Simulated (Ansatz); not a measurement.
A run for Ansatz (a first-principles code): R-RI-MP2/aug-cc-pVQZ on C2H2N2 (a complex). Files ending in .json are basis or fitting sets from the Basis Set Exchange.

Ansatz 0.2 input:
```yaml
crystal:
  periodic: [false, false, false]
  atoms:
    - {symbol: C, position_ang: [-0.21658715, 0.39363787, -1.13054421]}
    - {symbol: N, position_ang: [-0.11584127, 0.33019047, 0.02627859]}
    - {symbol: H, position_ang: [-0.02787827, 0.27470161, 1.03611601]}
    - {symbol: C, position_ang: [0.14902846, 0.16358149, 3.07874183]}
    - {symbol: N, position_ang: [0.24920382, 0.10131520, 4.23130921]}
    - {symbol: H, position_ang: [0.33563139, 0.04763784, 5.22473175]}
basis:
  gaussian:
    orbitals: aug-cc-pVQZ
    fitting: {mean_field: def2-universal-JKFIT, correlation: aug-cc-pVQZ-RIFIT.json}
magnetization: {spin_polarized: false}
correlation: {method: mp2, electrons: outside_noble_gas}
scf: {lower_state_search: off}
```

The head of its log:

```
Functional definition: HF
[...]
these checks for a lower state are left out or cut short: stability, starts, cluster_reference, orbital_swaps, neighbouring_geometries, increment
integrals: 0.50 GiB planned
340 factors; integrals over basis functions are off by at most 2.2e0 eV
mean field: 0.81 GiB planned
mean field evaluation 1: about -5053.4991 eV, gradient 3.6e1 eV
mean field evaluation 2: about -5055.3289 eV, gradient 1.9e1 eV
mean field evaluation 4: about -5056.0460 eV, gradient 1.1e0 eV
mean field -5056.04949366 eV, -185.8063917787 hartree, gradient 1.1e-6 eV, S^2 0.000000; 0 other end points of the search recorded, 0 dependent functions left out
4 core orbitals not correlated
832 factors; their error is unknown
reference -5056.04949366 eV, -185.8063917787 hartree; 10, 10 occupied and 398, 398 virtual orbitals, 832 factors
```

### Question
What total energy does the run end on?

### Answer
-186.5251 hartree.
